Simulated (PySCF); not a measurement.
Isomers of C4H10OSi. Computed with PBE0-D3(BJ)/def2-SVP geometry optimisation, gas phase (PySCF 2.14.0). Energies are electronic, without zero-point or thermal terms, for one conformer each. No frequencies were run at this level. Point groups hold within 0.08 Å.

Problem. Order them by energy at this level, lowest first, and give relative energies in kcal/mol.
A. `[SiH3:1][O:2][CH2:3][CH:4]1[CH2:5][CH2:6]1` with Si1–O2–C3–C4 -179°, O2–C3–C4–C5 -81°
B. `[CH2:1]=[CH:2][CH2:3][CH2:4][O:5][SiH3:6]` with C1–C2–C3–C4 124°, C2–C3–C4–O5 62°, C3–C4–O5–Si6 -170°
C. `[CH3:1][O:2][C@H:3]1[CH2:4][CH2:5][SiH2:6]1` with C1–O2–C3–C4 -175°, O2–C3–C4–C5 151°, C3–C4–C5–Si6 -25°, C4–C5–Si6–C3 20°, O2–C3–Si6–C5 -136°

Solution. B (0.0), A (0.7), C (18.9).

As drawn, the lowest has an Si–O bond and a C=C bond outside aromatic rings, which the highest lacks; the highest has a four-membered ring and an Si–C bond, which the lowest lacks. Neighbours under 2.5 kcal/mol apart (C=CCCO[SiH3] and [SiH3]OCC1CC1) can change places with a better method, another conformer or zero-point energy.

```tsv
SMILES	E (Eh)	E rel (kcal/mol)	dipole (D)	point group	A, B, C (MHz)
C=CCCO[SiH3]	-522.50094	0.0	0.99	C1	7869, 1147, 1064
[SiH3]OCC1CC1	-522.49989	0.7	0.97	C1	10623, 1162, 1122
CO[C@H]1CC[SiH2]1	-522.47083	18.9	0.92	C1	5320, 2032, 1593
```

Problem. How do the relative energies change in single points at CAM-B3LYP/pcSseg-2 (no added dispersion term) on the same geometries?

Solution. 
| SMILES | PBE0-D3(BJ)/def2-SVP (kcal/mol) | CAM-B3LYP/pcSseg-2 (kcal/mol) | shift |
| --- | --- | --- | --- |
| C=CCCO[SiH3] | 0.0 | 0.0 | 0.0 |
| [SiH3]OCC1CC1 | 0.7 | 5.3 | +4.6 |
| CO[C@H]1CC[SiH2]1 | 18.9 | 29.8 | +10.9 |

Each column counts from its own lowest isomer. The order is unchanged; the largest shift is 10.9 kcal/mol.
